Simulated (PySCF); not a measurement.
## Ionisation energy of Co³⁺ by level of theory

Co³⁺ [Ar] 3d6 [3d3/2^4 3d5/2^2, M_J = 4] → Co⁴⁺ [Ar] 3d5 [3d3/2^4 3d5/2^1, M_J = 5/2], as a difference of total energies. Calculation: PySCF 2.14, in x2c-TZVPPall-2c; the two-component X2C-1e Hamiltonian. Correlated levels: [Ne] frozen. "Screened" scales the spin-orbit matrix elements by Boettger's factors to mimic the two-electron term; Breit and QED terms are absent.

```
                    method  ionisation energy (eV)
           GHF (spin-free)                  49.200
          GMP2 (spin-free)                  51.139
 GHF (screened spin-orbit)                  49.273
GMP2 (screened spin-orbit)                  51.213
```

Errors of the correlated levels include the incompleteness of this basis and the frozen core.

The labels give the starting determinants; with spin-orbit coupling the two ends relaxed to ⟨J²⟩ = 20.01, ⟨L²⟩ = 6.01, ⟨S²⟩ = 6.00 and ⟨J²⟩ = 8.75, ⟨L²⟩ = 0.00, ⟨S²⟩ = 8.75.

Question: Which method comes closest to the reference value, and which is furthest?

Answer: The reference is 51.27 ± 0.1 eV (semi-empirical (NIST evaluation); NIST Atomic Spectra Database, ionization energies). Closest: GMP2 (screened spin-orbit) (error -0.057 eV); furthest: GHF (spin-free) (error -2.070 eV).
